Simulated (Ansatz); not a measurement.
Total energies of the cluster Ag₂Se (the lowest singlet isomer of a short search) from Ansatz at PBE0-D4/def2-TZVP, gas phase (1 Eh = 27.2114 eV = 2625.5 kJ/mol). The reference geometry is relaxed at r2SCAN-D4/def2-TZVP.

```xyz
3

Ag   -0.1122   -0.3875   -1.5280
Ag    1.1419    0.7037    0.8356
Se   -1.0297   -0.3162    0.6924
```

```csv
state,geometry,energy (Eh)
charge 0 singlet,reference,-2695.30206
charge 1 doublet,reference,-2695.02892
charge 0 triplet,relaxed at r2SCAN-D4/def2-TZVP,-2695.25567
charge 0 quintet,relaxed at r2SCAN-D4/def2-TZVP,-2695.15293
free Ag atom (doublet),–,-146.96650
free Se atom (triplet),–,-2401.20505
```

In the def2 sets Ag takes a core potential; there is no spin–orbit coupling.

(1) Work out the vertical ionisation energy to the doublet.

(2) Which of the charge 0 states is lowest, and how far above it are the others?

(3) What is the binding energy per atom against free atoms?

(1) E(charge 1 doublet) − E(charge 0 singlet) = -2695.02892 − (-2695.30206) = 0.27314 Eh = 7.43 eV. For comparison, −ε of the highest occupied level is 5.66 eV at this level, 1.77 eV less.

(2) The singlet. triplet: -2695.25567 − (-2695.30206) = 0.04639 Eh = 121.8 kJ/mol; quintet: -2695.15293 − (-2695.30206) = 0.14913 Eh = 391.5 kJ/mol.

(3) Atoms: 2 × (-146.96650) + 1 × (-2401.20505) = -2695.13805 Eh. Binding: -2695.13805 − (-2695.30206) = 0.16401 Eh = 4.46 eV, or 1.49 eV for each of 3 atoms (no zero-point energy, no counterpoise term).

The structure comes from a short search, and lower isomers may exist.
